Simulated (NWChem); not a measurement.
System: CH₃AlF₂; SMILES [CH3][Al]([F])[F]

Here is an NWChem input.

```
start job
memory heap 200 mb stack 900 mb global 1100 mb
geometry units angstroms noautoz
  Al    -0.005026     0.047336     0.000602
  C     -0.008517    -1.879607     0.001362
  H      0.485055    -2.267344    -0.904613
  H     -1.028101    -2.290776     0.039650
  H      0.555333    -2.270076     0.863832
  F     -1.399538     0.946126    -0.001060
  F      1.405438     0.921190    -0.000917
end
basis spherical
  Al library def2-svpd
  C library def2-svpd
  H library def2-svpd
  F library def2-svpd
end
dft
  xc r2scan
  iterations 200
  vectors input hcore
end
task dft gradient
```

Excerpt of the output:

```
             Northwest Computational Chemistry Package (NWChem) 7.3.0
             --------------------------------------------------------

 C1  symmetry detected

                             Geometry "geometry" -> ""
                             -------------------------

 Output coordinates in angstroms (scale by  1.889725989 to convert to a.u.)

  No.       Tag          Charge          X              Y              Z
 ---- ---------------- ---------- -------------- -------------- --------------
    1 Al                  13.0000    -0.00207794     0.06452667     0.00072254
    2 C                    6.0000    -0.05551031    -1.86167857     0.00007087
    3 H                    1.0000     0.42782296    -2.26141300    -0.90621017
    4 H                    1.0000    -1.08540750    -2.24631185     0.03810348
    5 H                    1.0000     0.49805249    -2.26726287     0.86222919
    6 F                    9.0000    -1.37282666     0.99915869    -0.00021820
    7 F                    9.0000     1.43056078     0.90153158    -0.00021966

 Effective nuclear repulsion energy (a.u.)     155.0781516901

                                 NWChem DFT Module
                                 -----------------

 Summary of "ao basis" -> "ao basis" (spherical)
 ------------------------------------------------------------------------------
       Tag                 Description            Shells   Functions and Types
 ---------------- ------------------------------  ------  ---------------------
 Al                        def2-svpd                10       24   5s3p2d
 C                         def2-svpd                 8       20   4s2p2d
 H                         def2-svpd                 4        8   2s2p
 F                         def2-svpd                 9       23   4s3p2d

            General Information
            -------------------
          SCF calculation type: DFT
          Wavefunction type:  closed shell.
          No. of atoms     :     7
          No. of electrons :    40
           Alpha electrons :    20
            Beta electrons :    20
          Charge           :     0
          Spin multiplicity:     1
          Use of symmetry is: off; symmetry adaption is: off
          Maximum number of iterations: 200
          AO basis - number of functions:   114
                     number of shells:    48
          Convergence on energy requested:  1.00D-06
          Convergence on density requested:  1.00D-05
          Convergence on gradient requested:  5.00D-04

              XC Information
              --------------
                      r^2SCAN Method XC Functional
               r^2SCAN metaGGA Exchange Functional  1.000
                     r^2SCAN Correlation Potential  1.000

             Grid Information
             ----------------
          Grid used for XC integration:  medium
          Radial quadrature: Mura-Knowles
          Angular quadrature: Lebedev.
          Tag              B.-S. Rad. Rad. Pts. Rad. Cut. Ang. Pts.
          ---              ---------- --------- --------- ---------
          Al                  1.25       88          10.0       590
          C                   0.70       49          11.0       434
          H                   0.35       45          12.0       434
          F                   0.50       49          11.0       434
          Grid pruning is: on
          Number of quadrature shells:   370
          Spatial weights used:  Erf1

      Non-variational initial energy
      ------------------------------

 Total energy =     155.078152
 1-e energy   =       0.000000
 2-e energy   =       0.000000
 HOMO         =     -13.651291
 LUMO         =     -13.426536

   convergence    iter        energy       DeltaE   RMS-Dens  Diis-err
 ---------------- ----- ----------------- --------- --------- ---------
 d= 0,ls=0.0,diis     1   -450.2795758297 -6.05D+02  8.71D-01  1.04D+02
 d= 0,ls=0.0,diis     2   -317.6181254741  1.33D+02  8.31D-01  3.22D+02
 d= 0,ls=0.5,diis     3   -473.5285495773 -1.56D+02  6.33D-02  7.33D+01
 d= 0,ls=0.5,diis     4   -481.3396865336 -7.81D+00  1.50D-02  2.92D+00
 d= 0,ls=0.5,diis     5   -481.6962605658 -3.57D-01  8.01D-03  8.20D-01
 d= 0,ls=0.5,diis     6   -481.7752601856 -7.90D-02  3.64D-03  2.40D-01
  Resetting Diis
 d= 0,ls=0.5,diis     7   -481.7985428829 -2.33D-02  1.99D-03  7.65D-02
 d= 0,ls=0.5,diis     8   -481.8065028777 -7.96D-03  1.30D-03  2.06D-02
 d= 0,ls=0.5,diis     9   -481.8086597954 -2.16D-03  7.09D-04  1.57D-02
 d= 0,ls=0.5,diis    10   -481.8097347559 -1.07D-03  4.34D-04  2.40D-03
 d= 0,ls=0.5,diis    11   -481.8099399049 -2.05D-04  2.43D-04  2.01D-04
 d= 0,ls=0.5,diis    12   -481.8099662915 -2.64D-05  1.21D-04  1.30D-05
 d= 0,ls=0.5,diis    13   -481.8099706034 -4.31D-06  6.10D-05  3.26D-06
 d= 0,ls=0.5,diis    14   -481.8099718334 -1.23D-06  3.15D-05  1.04D-06
 d= 0,ls=0.5,diis    15   -481.8099722220 -3.89D-07  1.67D-05  3.17D-07
 d= 0,ls=0.5,diis    16   -481.8099723483 -1.26D-07  8.88D-06  9.61D-08

         Total DFT energy =     -481.809972389571
      One electron energy =     -977.918949714999
           Coulomb energy =      387.091488387411
    Exchange-Corr. energy =      -46.060662752061
 Nuclear repulsion energy =      155.078151690078

 Numeric. integr. density =       40.000004740720

                       DFT Final Molecular Orbital Analysis
                       ------------------------------------

 Vector   18  Occ=2.000000D+00  E=-3.683841D-01
              MO Center=  1.1D-01,  9.1D-01, -3.4D-04, r^2= 2.4D+00
   Bfn.  Coefficient  Atom+Function         Bfn.  Coefficient  Atom+Function
  ----- ------------  ---------------      ----- ------------  ---------------
    98     -0.473981  7 F  pz                75      0.446454  6 F  pz
   101      0.317838  7 F  pz                78     -0.299190  6 F  pz
   104      0.084368  7 F  pz                81     -0.080900  6 F  pz
    18     -0.057359  1 Al d  1

 Vector   19  Occ=2.000000D+00  E=-3.562832D-01
              MO Center=  1.3D-03,  7.0D-01,  1.9D-03, r^2= 3.0D+00
   Bfn.  Coefficient  Atom+Function         Bfn.  Coefficient  Atom+Function
  ----- ------------  ---------------      ----- ------------  ---------------
    97      0.354786  7 F  py                74     -0.333981  6 F  py
    73     -0.307879  6 F  px                96     -0.282245  7 F  px
   100     -0.243511  7 F  py                77      0.230208  6 F  py
    76      0.202568  6 F  px                99      0.185638  7 F  px
    29     -0.119386  2 C  px                53      0.105078  4 H  s

 Vector   20  Occ=2.000000D+00  E=-3.063948D-01
              MO Center= -3.8D-02, -1.2D+00,  3.9D-04, r^2= 2.2D+00
   Bfn.  Coefficient  Atom+Function         Bfn.  Coefficient  Atom+Function
  ----- ------------  ---------------      ----- ------------  ---------------
    30      0.438668  2 C  py                33      0.259210  2 C  py
     3      0.242771  1 Al s                 10     -0.202203  1 Al py
    74     -0.180647  6 F  py                97     -0.174922  7 F  py
     2      0.156178  1 Al s                  7      0.123981  1 Al py
    28     -0.112993  2 C  s                 45     -0.112617  3 H  s

 Vector   21  Occ=0.000000D+00  E=-3.855178D-02
              MO Center= -7.8D-03, -9.9D-02,  2.8D-02, r^2= 6.1D+00
   Bfn.  Coefficient  Atom+Function         Bfn.  Coefficient  Atom+Function
  ----- ------------  ---------------      ----- ------------  ---------------
     5      0.884730  1 Al s                  3      0.317865  1 Al s
    26     -0.257276  2 C  s                 28      0.198874  2 C  s
     2      0.194665  1 Al s                 27     -0.168235  2 C  s
    30     -0.166492  2 C  py                71     -0.144153  6 F  s
    94     -0.140342  7 F  s                 17      0.138700  1 Al d  0

 Vector   22  Occ=0.000000D+00  E=-2.572460D-02
              MO Center= -4.2D-02, -1.8D-01, -2.7D-02, r^2= 3.6D+00
   Bfn.  Coefficient  Atom+Function         Bfn.  Coefficient  Atom+Function
  ----- ------------  ---------------      ----- ------------  ---------------
    14      0.891575  1 Al pz                11      0.374029  1 Al pz
    46      0.328207  3 H  s                 62     -0.321186  5 H  s
     8     -0.194775  1 Al pz                75      0.176288  6 F  pz
    98      0.168385  7 F  pz                81     -0.154264  6 F  pz
    45      0.137181  3 H  s                 78     -0.134157  6 F  pz

 Vector   23  Occ=0.000000D+00  E= 4.868617D-02
              MO Center=  1.6D-01, -1.5D+00, -3.8D-03, r^2= 8.5D+00
   Bfn.  Coefficient  Atom+Function         Bfn.  Coefficient  Atom+Function
  ----- ------------  ---------------      ----- ------------  ---------------
     4      4.421176  1 Al s                 28     -2.935577  2 C  s
     5     -2.037400  1 Al s                 46      0.941651  3 H  s
    62      0.941770  5 H  s                 72     -0.882132  6 F  s
    27     -0.848754  2 C  s                 24     -0.535272  1 Al d  2
    79     -0.515197  6 F  px                12     -0.508712  1 Al px

     Multipole analysis of the density
     ---------------------------------

     L   x y z        total         alpha         beta         nuclear
     -   - - -        -----         -----         ----         -------
     0   0 0 0     -0.000000    -20.000000    -20.000000     40.000000

     1   1 0 0     -0.027482     -0.013741     -0.013741      0.000000
     1   0 1 0     -0.955908     -0.477954     -0.477954      0.000000
     1   0 0 1      0.000438      0.000219      0.000219      0.000000

     2   2 0 0    -25.543338    -78.850924    -78.850924    132.158510
     2   1 1 0      0.072384     -0.360180     -0.360180      0.792744
     2   1 0 1      0.000599     -0.000066     -0.000066      0.000731
     2   0 2 0    -22.835901   -105.067849   -105.067849    187.299798
     2   0 1 1      0.006094     -0.005690     -0.005690      0.017473
     2   0 0 2    -18.390382    -11.991541    -11.991541      5.592700

            General Information
            -------------------
          SCF calculation type: DFT
          Wavefunction type:  closed shell.
          No. of atoms     :     7
          No. of electrons :    40
           Alpha electrons :    20
            Beta electrons :    20
          Charge           :     0
          Spin multiplicity:     1
          Use of symmetry is: off; symmetry adaption is: off
          Maximum number of iterations: 200
          AO basis - number of functions:   114
                     number of shells:    48
          Convergence on energy requested:  1.00D-06
          Convergence on density requested:  1.00D-05
          Convergence on gradient requested:  5.00D-04

              XC Information
              --------------
                      r^2SCAN Method XC Functional
               r^2SCAN metaGGA Exchange Functional  1.000
                     r^2SCAN Correlation Potential  1.000

             Grid Information
             ----------------
          Grid used for XC integration:  medium
          Radial quadrature: Mura-Knowles
          Angular quadrature: Lebedev.
          Tag              B.-S. Rad. Rad. Pts. Rad. Cut. Ang. Pts.
          ---              ---------- --------- --------- ---------
          Al                  1.25       88          10.0       590
          C                   0.70       49          11.0       434
          H                   0.35       45          12.0       434
          F                   0.50       49          11.0       434
          Grid pruning is: on
          Number of quadrature shells:   370
          Spatial weights used:  Erf1

          Convergence Information
          -----------------------
          Convergence aids based upon iterative change in
          total energy or number of iterations.
          Levelshifting, if invoked, occurs when the
          HOMO/LUMO gap drops below (HL_TOL):  1.00D-02
          DIIS, if invoked, will attempt to extrapolate
          using up to (NFOCK): 10 stored Fock matrices.

                    Damping( 0%)  Levelshifting(0.5)       DIIS
                  --------------- ------------------- ---------------
          dE  on:    start            ASAP                start
          dE off:    2 iters        200 iters           200 iters

                            NWChem DFT Gradient Module
                            --------------------------

  charge          =   0.00
  wavefunction    = closed shell

                         DFT ENERGY GRADIENTS

    atom               coordinates                        gradient
                 x          y          z           x          y          z
   1 Al     -0.003927   0.121938   0.001365    0.000467   0.007376  -0.000056
   2 C      -0.104899  -3.518062   0.000134    0.000332  -0.001219  -0.000015
   3 H       0.808468  -4.273451  -1.712489   -0.000076   0.000627  -0.000514
   4 H      -2.051123  -4.244914   0.072005   -0.000469   0.000205   0.000034
   5 H       0.941183  -4.284506   1.629377   -0.000047   0.000571   0.000527
   6 F      -2.594266   1.888136  -0.000412    0.006463  -0.004154   0.000012
   7 F       2.703368   1.703648  -0.000415   -0.006670  -0.003406   0.000012
```

Level: r2SCAN/def2-SVPD. All runs use the structure optimised with PBE0/def2-SVP.
